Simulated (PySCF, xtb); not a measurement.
1-bromo-3-fluoropropa-1,2-diene (C₃H₂BrF), SMILES C(F)=C=CBr.

xtb 6.7.1 with GFN2-xTB at its own geometry gives an orbital gap of 4.12 eV and a dipole moment of 2.79 D.

The structure is a stationary point at B3LYP-D3(BJ)/def2-SVP.

Problem. What does PBE/def2-TZVP (PySCF) give? (An estimate is asked for; the answer gives what the named calculation found.)

Solution. gap 4.48 eV (levels -6.61 and -2.13 eV), dipole 1.41 D.
